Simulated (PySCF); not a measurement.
# How methods differ on the ionisation energy of La⁵⁶⁺

La⁵⁶⁺ 1s1 (2S) → La⁵⁷⁺ (bare nucleus), as a difference of total energies. Calculation: PySCF 2.14, in an even-tempered Gaussian basis (17 s from 130 bohr⁻², ratio 2.2; 7 p from 190 bohr⁻², ratio 2.4; 4 d from 580 bohr⁻², ratio 2.4; 3 f from 870 bohr⁻², ratio 2.4; 3 g from 1300 bohr⁻², ratio 2.4); scalar relativity by spin-free X2C-1e. The calculations carry no spin-orbit coupling.

```csv
method,ionisation energy (eV)
UHF,46298.1
LDA,46227.0
PBE,46294.7
PBE0,46295.6
r2SCAN,46301.6
PW91,46296.5
TPSS,46301.5
```

For one electron Hartree-Fock is exact for this Hamiltonian up to the basis; QED and nuclear recoil make up the gap, and the density functionals add self-interaction.

For comparison: 46245.8 eV (theoretical estimate listed by NIST; NIST Atomic Spectra Database, ionization energies).
